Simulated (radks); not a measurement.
Values are calculated unless marked as measured or tabulated.
Q: Coherent X-ray form factor from a spherical all-electron density. Level of theory: scalar-relativistic Kohn-Sham, PBEsol, spin-polarised, spherical densities, finite nucleus; Fermi nuclear charge, rms radius of each element as measured or else 0.836 A^(1/3) + 0.57 fm (a radial shooting solver on a logarithmic mesh with Libxc functionals).

sin(theta)/lambda (1/angstrom)  f0 (electrons)
0.05                                    16.509
0.1                                     15.232
0.15                                    13.602
0.2                                     12.006
0.25                                    10.653
0.3                                      9.593
0.4                                      8.184
0.5                                      7.294
0.6                                      6.577
0.8                                      5.228
1                                        4.014
1.25                                     2.878
1.5                                      2.165
2                                        1.504

The species is in the configuration that NIST lists as its ground one. Which atom or ion scatters so?

A: Neutral chlorine, [Ne] 3s2 3p5. Extrapolating in s^2 from the first two rows gives f0(0) = 16.9, near the electron count 17; among species with that count, the fall with angle is slower the higher Z, and the table is that of Z = 17; from so few rows the species is fixed only to a neighbour or two.
